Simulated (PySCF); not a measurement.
## Dipole polarisabilities along group 12, charge +1

Calculated with PySCF 2.14 for the ground configurations, without spin-orbit coupling: coupled response for Hartree-Fock and DFT. Mean α in bohr³, C₆ of like pairs in atomic units.

```csv
species,α UHF,α PBE,α PBE0,C₆ UHF,C₆ PBE,C₆ PBE0
"Zn⁺ [Ar] 3d10 4s1 (def2-QZVPPD, non-relativistic)",25.49,17.97,19.35,111.7,75.91,81.68
"Cd⁺ [Kr] 4d10 5s1 (def2-QZVPPD with the def2 core potential (28 electrons), ECP)",31.39,21.73,23.24,184.9,130.0,137.5
"Hg⁺ [Xe] 4f14 5d10 6s1 (def2-QZVPPD with the def2 core potential (60 electrons), ECP)",23.59,18.80,19.40,168.6,141.7,144.3
```

The values depend on the diffuse functions of the basis.
